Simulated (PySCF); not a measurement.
**Relaxation of singlet SeNCl₃**

Computed with PySCF, B3LYP, basis Se def2-SVP, N def2-SVP, Cl def2-SVP (no relativity, density fitting). A (50,194) grid was used.

A hand-made see-saw (ligand arrangement 1) start, of Cs symmetry, held to at least that symmetry:

Coordinates in bohr (charge 0 multiplicity 1):
```
Se   -0.3879    0.0000   -0.7014
N    -2.8748    0.0000    1.2417
Cl   -0.3879    4.0474   -0.3472
Cl   -0.3879   -4.0474   -0.3472
Cl    2.8136    0.0000    1.8001
```

(1) What forces act on the atoms at the start (eV/Å)?

(2) What does it relax to?

(3) How much energy is released, and in how many steps?

Answers

(1) 
| atom | Fx | Fy | Fz |
| --- | --- | --- | --- |
| Se1 | 2.48 | 0.00 | -3.54 |
| N2 | -2.03 | 0.00 | 1.29 |
| Cl3 | -1.28 | 3.38 | 0.56 |
| Cl4 | -1.28 | -3.38 | 0.56 |
| Cl5 | 2.11 | 0.00 | 1.14 |

(2) It ends at Cs with Se–Cl 2.270 Å, Se–Cl 2.404 Å (×2), Se–N 1.708 Å; Cl–Se–Cl 99.7° (×2), Cl–Se–Cl 136.1°, Cl–Se–N 68.1° (×2), Cl–Se–N 113.5°. A frequency run shows 1 imaginary mode, down to 421i cm⁻¹, so it is a saddle point.

(3) 170.8 kJ/mol in 9 steps.
